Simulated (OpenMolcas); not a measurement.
**Ca⁺: effect of correlating more closed shells**

| Item | Value |
| --- | --- |
| Program | OpenMolcas 26.06 |
| Basis | ANO-RCC-VTZP [6s5p2d1f] |
| Scalar Hamiltonian | DKH2, point nucleus |
| Active space | 1 electron in 4 orbitals (4s 4p) |
| State averaging | 2S+1 = 2 even, 1 root; 2S+1 = 2 odd, 3 roots |
| Spin-orbit coupling | RASSI with atomic mean-field integrals over the reference wave functions, term energies averaged over their components |

Methods on the same reference wave functions:
A. CASSCF
B. SS-CASPT2, IPEA 0.25 Eh, imaginary shift 0.1 Eh (closed shells correlated: 3s 3p)
C. SS-CASPT2, IPEA 0.25 Eh, imaginary shift 0.1 Eh (closed shells correlated: 2s 2p 3s 3p)

Energies in eV above 4s 2S 1/2, the measured ground level; measured values from NIST Handbook of Basic Atomic Spectroscopic Data.

```csv
Level,A,B,C,Measured
4s 2S 1/2,0.0000,0.0000,0.0000,0.0000
4p 2P* 1/2,2.9290,3.107,3.109,3.1234
4p 2P* 3/2,2.9477,3.126,3.127,3.1510
```

Deviations, from unrounded energies. A percentage is the sum of absolute deviations over the sum of measured energies, with the sign that they share, or ± where signs differ.

| Against measurement | Levels | A | B | C |
| --- | --- | --- | --- | --- |
| mean absolute deviation (cm-1) | 2 | 1600 | 170 | 150 |
| other configurations (%) | 2 | -6.3 | -0.7 | -0.6 |

C lies closest to measurement on these levels and A furthest from it. The largest miss of C in the table is 4p 2P* 3/2, by -190 cm-1. The ranking rests on the paired levels alone, and a cruder setting can come out closer through cancelling errors.

Between B and C the level of the table that moves most is 4p 2P* 1/2, by 14 cm-1 (lowest in B, highest in C).

The lowest spin-free term lies below A's lowest term by 0.225 hartree in B, 0.244 hartree in C.

What an inner shell adds also hangs on whether the basis holds functions to correlate it.

ANO sets are built for ground and valence states and can reach diffuse excited orbitals poorly. With one active electron the reference holds no correlation, so core polarisation is missing (holds for A). With one active electron, CASPT2 adds the correlation within the correlated inactive shells and between them and that electron, and leaves the splitting within a term as the reference gives it (holds for B; C). Measured partners are found by configuration, term and J. A level has none where our copy of the source lacks it or the pairing is in doubt (some pairs that miss far off the trend of their configuration count as doubtful), and it then counts in no deviation. Only configurations of the active space appear.

* marks odd parity.
